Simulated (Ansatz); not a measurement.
Stepwise reaction of `F[SiH2]S[SiH3]` with ammonia, as a gas-phase model of exchange steps in deposition or etching. ΔE in kJ/mol.

Gas-phase electronic energies from Ansatz, PBE0-D4/def2-TZVP geometries. CBS: MP2 limit from def2 TZ/QZ plus the TZ coupled-cluster correction, frozen cores. This one scheme is used for every species. Functionals use def2-TZVPP. B3LYP here is the variant with VWN-RPA as its local correlation; programs differ in this. One conformer a species, not always the lowest.

| step | reaction | PBE-D4 | B3LYP-D4 | ωB97M-V | CCSD(T)/CBS |
| --- | --- | --- | --- | --- | --- |
| 1 | `F[SiH2]S[SiH3]` + NH₃ → `N[SiH2]S[SiH2]F` + H₂ | -38.1 | -39.4 | -40.1 | -39.2 |

**Question.** Give the row of step 2, `N[SiH2]S[SiH2]F` + NH₃ → `N[SiH2]S[SiH](N)F` + H₂. (Estimate.)

**Answer.** Computed: 
```
step                                            reaction  PBE-D4  B3LYP-D4  ωB97M-V  CCSD(T)/CBS
   2  `N[SiH2]S[SiH2]F` + NH₃ → `N[SiH2]S[SiH](N)F` + H₂   -52.6     -56.1    -57.3        -53.6
```

**Question.** By hand: ΔE of the 2 steps together at CCSD(T)/CBS.

**Answer.** (-39.2) + (-53.6) = -92.8 kJ/mol, or -46.4 kJ/mol a step.

In ΔE each step is lower than the one before. All are downhill at CCSD(T)/CBS. PBE-D4 differs from CCSD(T)/CBS by 1.0 to 1.1 kJ/mol a step. Isolated molecules leave out the surface, adducts and barriers. Largest T1 diagnostic: 0.012.
